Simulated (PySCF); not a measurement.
pent-4-yn-2-one (C5H6O), SMILES C#CCC(C)=O. Atoms are numbered in the order given.

```xyz
12

C      2.1843     1.0664     0.9785
C      1.4882     0.2468     0.4124
C      0.6410    -0.7171    -0.2674
C     -0.8537    -0.3583    -0.4191
C     -1.4189     0.6799     0.5102
O     -1.5130    -0.9391    -1.2494
H      2.8055     1.7870     1.4774
H      1.0174    -0.9443    -1.2790
H      0.6564    -1.6816     0.2763
H     -2.5063     0.7440     0.3793
H     -1.1618     0.4462     1.5561
H     -0.9522     1.6557     0.2970
```
Charge 0, spin multiplicity 1.

Coordinates come from a r2SCAN-D4/def2-SVP optimisation. The values are those of a single conformer.

Level of theory: PySCF with SMD-M06-2X/def2-SVP.

Solvation free energies are E(SMD) − E(gas) at the gas-phase geometry, for 1 M in both phases. In vacuum the dipole moment is 2.37 D.

Computed solvation free energies in water, 1-octanol, benzene:
```
solvent    ΔG(solv) (kcal/mol)  its non-electrostatic (CDS) part  dipole (D)
---------  -------------------  --------------------------------  ----------
water                     -4.0                               5.2        3.16
1-octanol                 -5.2                               2.4        2.98
benzene                   -5.1                              -2.1        2.55
```
